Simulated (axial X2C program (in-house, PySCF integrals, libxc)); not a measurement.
## How the levels of YSH (d1 s1 p(π)0 orbitals) move with the bond length

Calculated with an axial X2C code built on PySCF integrals: two-component X2C with atomic mean-field Coulomb and Gaunt terms, basis Y dyall-v3z, S dyall-av3z, H dyall-v3z (cores contracted in-house). Orbitals come from Hartree–Fock averaged over the configuration Y d1 s1 p(π)0; CI then distributes these electrons over the d, s, p(π) shells of Y.

At Y–S–H held linear, bonds 2.547 and 1.340 Å (the second held):

```tsv
Ω	energy (cm⁻¹)	g∥	μ (D)	configuration
0	0	0.00	-1.68	77% s2 + 15% d1 s1
1	4058	0.00	-2.66	100% d1 s1
2	4211	4.01	-2.65	100% d1 s1
3	4394	8.00	-2.67	100% d1 s1
0	5442	0.00	-1.24	99% d1 s1
1	5536	3.75	-1.24	99% d1 s1
0	5948	0.00	-1.24	97% d1 s1
0	6136	0.00	-1.24	98% d1 s1
1	6195	2.25	-1.26	98% d1 s1
2	6251	5.96	-1.29	97% d1 s1
2	7212	4.04	-1.45	86% d1 s1 + 11% d2
1	11503	2.00	-3.32	74% d1 s1 + 20% d2
0	14059	0.00	-2.43	60% d1 s1 + 30% d2
2	18415	2.01	-3.90	79% d2 + 21% d1 p(π)1
```

g∥ is the magnitude of 2⟨Lz + ge Sz⟩ for the +Ω component. μ is positive if the H end is positive. The lowest 14 levels at most are listed.

At Y–S–H held linear, bonds 2.369 and 1.340 Å (the second held):

```json
{"Ω": "0", "energy (cm⁻¹)": "0", "g∥": "0.00", "μ (D)": "-0.61", "configuration": "79% s2 + 13% d1 s1"}
{"Ω": "1", "energy (cm⁻¹)": "5362", "g∥": "0.00", "μ (D)": "-1.50", "configuration": "100% d1 s1"}
{"Ω": "2", "energy (cm⁻¹)": "5508", "g∥": "4.01", "μ (D)": "-1.50", "configuration": "100% d1 s1"}
{"Ω": "3", "energy (cm⁻¹)": "5680", "g∥": "8.00", "μ (D)": "-1.51", "configuration": "100% d1 s1"}
{"Ω": "0", "energy (cm⁻¹)": "6039", "g∥": "0.00", "μ (D)": "-0.09", "configuration": "99% d1 s1"}
{"Ω": "1", "energy (cm⁻¹)": "6086", "g∥": "3.93", "μ (D)": "-0.09", "configuration": "99% d1 s1"}
{"Ω": "0", "energy (cm⁻¹)": "7043", "g∥": "0.00", "μ (D)": "0.01", "configuration": "97% d1 s1"}
{"Ω": "0", "energy (cm⁻¹)": "7144", "g∥": "0.00", "μ (D)": "0.01", "configuration": "97% d1 s1"}
{"Ω": "1", "energy (cm⁻¹)": "7263", "g∥": "2.07", "μ (D)": "-0.01", "configuration": "97% d1 s1"}
{"Ω": "2", "energy (cm⁻¹)": "7379", "g∥": "5.97", "μ (D)": "-0.03", "configuration": "97% d1 s1"}
{"Ω": "2", "energy (cm⁻¹)": "8518", "g∥": "4.02", "μ (D)": "-0.12", "configuration": "84% d1 s1 + 13% d2"}
{"Ω": "1", "energy (cm⁻¹)": "13048", "g∥": "2.00", "μ (D)": "-2.23", "configuration": "69% d1 s1 + 24% d2"}
{"Ω": "0", "energy (cm⁻¹)": "14649", "g∥": "0.00", "μ (D)": "-1.71", "configuration": "62% d1 s1 + 30% d2"}
{"Ω": "2", "energy (cm⁻¹)": "19515", "g∥": "2.02", "μ (D)": "-2.68", "configuration": "80% d2 + 20% d1 p(π)1"}
```

The lowest level lies 63 cm⁻¹ above the lowest at the first distance.

(1) How does the gap from the lowest to the fifth level change between the two distances?

Dynamic correlation is missing, so gaps between terms are too wide and other configurations may lie lower; the lowest level listed is that of this model, not necessarily the ground state. The lowest levels belong to s2, not to the averaged configuration, so orbitals and distance suit them less well. For d shells the ligand-field splittings (σ, π, δ) and their order can be off by a thousand cm⁻¹ or more. At most 6 roots were kept for each Ω > 0 (twice that for Ω = 0) within 3.2 eV of the lowest, so higher up levels can be missing between those listed; levels with Ω > 0 are doubly degenerate and listed once, Ω = 0 levels singly. Some active spinors are only partly of the character that their shell is named for, so the shell names and counts are nominal. States that fill the shells left empty in the average are placed too high. The molecule was held linear; bending was not examined. Hydrosulfides and their kin are strongly bent in nature, so this linear model does not describe the real molecule.

Answers

(1) From 5442 to 6039 cm⁻¹, a factor of 1.11.
